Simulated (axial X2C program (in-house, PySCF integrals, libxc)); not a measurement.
## Photoelectron levels of InAu by EOM-IP-CCSD

Calculated with an axial X2C code built on PySCF integrals: two-component X2C with atomic mean-field Coulomb and Gaunt terms, Gaussian nuclei, basis Au dyall-cv3z, In dyall-cv3z with contracted cores.

R = 2.995 Å (1.150 times 2.604 Å, the PBE0 minimum at charge 0 for the lowest determinant).

Vertical ionisation energies of InAu to the states of InAu⁺:

```csv
Ω of InAu⁺,vertical IE (eV),above lowest (cm⁻¹),ionised spinor,one-hole weight
1/2,7.460,0,"47% Au sσ, 43% In pσ",0.97
5/2,9.375,15441,100% Au dδ,0.91
1/2,9.420,15806,"56% Au dσ, 32% Au dπ, 7% In sσ",0.91
```

This point took 17 s on 1 thread of Arm Neoverse V2, on a shared host.

Reference electrons by ω block (each with its −ω partner): 1/2: 37, 3/2: 19, 5/2: 7, 7/2: 1. 14 electrons of InAu correlated (inner shells frozen), 92 natural virtual spinors (a truncated set); levels can be off by some tenths of an eV. Roots sought by Ω: (1/2: 4, 3/2: 3, 5/2: 1); the list ends where they run out and leaves out roots under 60 % one-particle weight. The solver can skip a root, and states that need a further excitation, which the method places far too high, are missing though they may lie low or lowest. T1 of the reference 0.032 (Lee–Taylor). Number of frozen shells: Au 5 s, 4 p, 2 d, 1 f; In 4 s, 3 p, 2 d. Large amplitudes in the reference (orbital relaxation or multireference character) lower the reliability.
